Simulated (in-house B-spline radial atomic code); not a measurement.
Atomic self-consistent-field run: Cs III (Cs2+). Level of theory: scalar-relativistic (X2C) revTPSS, spin-polarised, spherical fractional occupations, Fermi nucleus of rms radius 4.8041 fm; calculated with a radial B-spline atomic code at the basis-set limit.

Command:
```bash
python run_scf.py task.json out
```
Settings (nuclear radius in fm, mass in u):
```
Z                55
configuration    [Kr] 4d10 5s2 5p5
hamiltonian      x2c
method           revtpss,revtpss
spin_polarised   True
nucleus          fermi
rms_radius       4.8041
atomic_mass      132.90545
speed_of_light   137.035999084
```

Output (hartree, bohr):
```
 radial grid: 79 intervals, B-splines of order 8, outer radius 53.7037 bohr

 iter        energy (Eh)    residual
    1       -7783.700915    8.74e-02
    2       -7783.704863    2.13e-03
    3       -7783.704953    7.29e-04
    4       -7783.704954    3.12e-04
    5       -7783.704954    3.47e-05
    6       -7783.704954    7.51e-06
    7       -7783.704954    2.89e-06
    8       -7783.704954    2.39e-07

 total energy                     -7783.70495
 kinetic                            8290.4832
 electron-nucleus                 -18899.7875
 Hartree                            3018.0546
 exchange-correlation               -192.4552

 orbital      occ     eigenvalue          <r>       <r^2>       <1/r>       r_max
 1s up      1.000     -1314.6916    0.0254679 0.000889947     62.6465     0.01603
 1s down    1.000     -1314.6900    0.0254678 0.000889945     62.6465     0.01603
 2s up      1.000      -206.7516     0.111541   0.0147385     14.2952     0.09472
 2s down    1.000      -206.7509     0.111541   0.0147384     14.2952     0.09472
 2p up      3.000      -185.5689    0.0979004   0.0117147     13.0755     0.07584
 2p down    3.000      -185.5673    0.0979006   0.0117147     13.0754     0.07584
 3s up      1.000       -43.5595     0.298519    0.101975     5.06685      0.2725
 3s down    1.000       -43.5583     0.298517    0.101973      5.0668      0.2725
 3p up      3.000       -36.7162     0.296612    0.102108     4.69856      0.2665
 3p down    3.000       -36.7146     0.296609    0.102104     4.69855      0.2665
 3d up      5.000       -26.6329     0.273645   0.0884758     4.42282      0.2205
 3d down    5.000       -26.6311     0.273639   0.0884714     4.42287      0.2205
 4s up      1.000        -8.7510     0.695095    0.545376     2.04687       0.643
 4s down    1.000        -8.7482       0.6952      0.5455     2.04629      0.6432
 4p up      3.000        -6.5598     0.739288    0.621945     1.86025       0.673
 4p down    3.000        -6.5570     0.739241    0.621756     1.86003      0.6731
 4d up      5.000        -3.3552     0.836195    0.814499     1.58561      0.7199
 4d down    5.000        -3.3505      0.83505    0.811783     1.58707        0.72
 5s up      1.000        -1.5893      1.71472     3.29693    0.767986        1.54
 5s down    1.000        -1.5564      1.71318     3.29454    0.770288       1.537
 5p up      3.000        -1.0787      1.98143     4.42673    0.652761       1.742
 5p down    2.000        -1.0459      1.98954        4.47    0.651062       1.744
```

Run time, properties included: 0.35 s on 1 thread of Intel(R) Xeon(R) 6975P-C, with other jobs on the host.

One-electron X2C: radii and densities carry no picture-change correction, so inner-shell <1/r> comes out high (for 1s by about 2 % at Z = 33, 5 % at 54, 10 % at 75, 30 % at 118) and <r> low.
